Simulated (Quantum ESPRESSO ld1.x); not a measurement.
Values are calculated unless marked as measured or tabulated.
Mo+, configuration [Kr] 4d3 5s1 5p1 (not the ground configuration). Code: ld1.x of Quantum ESPRESSO 7.5. Model: scalar-relativistic Kohn-Sham, LDA (Slater exchange, Perdew-Zunger correlation), spin-polarised, spherical densities, point nucleus; open shells are filled with parallel spins first. Some entries of the table are withheld. Estimate them.

| orbital | occ. | eigenvalue (eV) | <r^2> (bohr^2) | <1/r> (bohr^-1) |
|---|---|---|---|---|
| 1s up | 1 | -19810.067 | 0.001672 | 43.50 |
| 1s down | 1 | -19810.018 | 0.001672 | 43.50 |
| 2s up | 1 | -2811.915 | 0.02792 | 9.792 |
| 2s down | 1 | -2811.528 | 0.02791 | 9.793 |
| 2p up | 3 | -2517.258 | 0.02195 | 9.528 |
| 2p down | 3 | -2516.946 | 0.02195 | 9.528 |
| 3s up | 1 | -490.691 | 0.2116 | 3.360 |
| 3s down | 1 | -490.385 | 0.2115 | 3.361 |
| 3p up | 3 | -394.175 | 0.2165 | 3.199 |
| 3p down | 3 | -393.842 | 0.2163 | 3.199 |
| 3d up | 5 | -236.673 | 0.2078 | 2.968 |
| 3d down | 5 | -236.243 | 0.2075 | 2.969 |
| 4s up | 1 | -79.840 | 1.369 | 1.242 |
| 4s down | 1 | -77.894 | 1.358 | 1.249 |
| 4p up | 3 | -53.740 | 1.702 | 1.104 |
| 4p down | 3 | -51.628 | 1.682 | 1.112 |
| 4d up | 3 | (1) | 3.434 | 0.7842 |
| 4d down | 0 | (2) | 3.386 | 0.7937 |
| 5s up | 1 | -13.839 | (3) | 0.4394 |
| 5s down | 0 | -11.261 | (4) | 0.4257 |
| 5p up | 1 | -8.850 | 14.39 | 0.3585 |
| 5p down | 0 | -6.711 | 17.30 | 0.3283 |

Answer. 
(1) 4d up eigenvalue (eV): -17.421
(2) 4d down eigenvalue (eV): -14.928
(3) 5s up <r^2> (bohr^2): 9.712
(4) 5s down <r^2> (bohr^2): 10.50
